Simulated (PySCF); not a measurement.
C4H8OS. Atoms are numbered in the order given.

```xyz
14

O      3.1138    -0.5076     0.8052
C      2.3907    -0.2696    -0.1390
C      0.8982    -0.5150    -0.1834
C      0.1145     0.7005    -0.7007
C     -1.3759     0.4400    -0.9213
S     -2.1972     0.0353     0.6795
H      2.8131     0.1697    -1.1000
H      0.5608    -0.8400     0.8208
H      0.7357    -1.3713    -0.8802
H      0.5485     1.0349    -1.6691
H      0.2385     1.5516     0.0038
H     -1.8537     1.3409    -1.3556
H     -1.5160    -0.4028    -1.6304
H     -3.4471    -0.1220     0.1631
```
Charge 0, spin multiplicity 1.

Geometry: PBE-D3(BJ)/def2-SVP. The values are those of a single conformer.

Calculation: CAM-B3LYP/def2-TZVP in PySCF.

ESP charges are fitted to the potential on shells at 1.4 to 2.0 van der Waals radii. Atomic charges (e):

```
atom  ESP fit    IAO  Löwdin
----  -------  -----  ------
O1      -0.44  -0.40    0.11
C2       0.36   0.29   -0.29
C3      -0.12  -0.30   -0.27
C4       0.10  -0.24   -0.30
C5      -0.36  -0.31   -0.47
S6      -0.30  -0.07    0.22
H7       0.01   0.08    0.11
H8       0.11   0.16    0.15
H9       0.06   0.15    0.16
H10      0.01   0.13    0.14
H11      0.07   0.14    0.14
H12      0.15   0.15    0.13
H13      0.15   0.14    0.13
H14      0.20   0.08    0.04
```

Computed Mayer and Wiberg (Löwdin basis) orders of the bonds:
| bond | Mayer | Wiberg |
|---|---|---|
| O1–C2 | 2.16 | 2.78 |
| C2–C3 | 0.91 | 1.25 |
| C3–C4 | 0.93 | 1.20 |
| C4–C5 | 0.98 | 1.28 |
| C5–S6 | 1.08 | 1.44 |
| C2–H7 | 0.97 | 0.86 |
| C3–H8 | 0.94 | 0.84 |
| C3–H9 | 0.95 | 0.82 |
| C4–H10 | 0.97 | 0.84 |
| C4–H11 | 0.96 | 0.84 |
| C5–H12 | 0.97 | 0.88 |
| C5–H13 | 0.96 | 0.88 |
| S6–H14 | 0.97 | 1.03 |
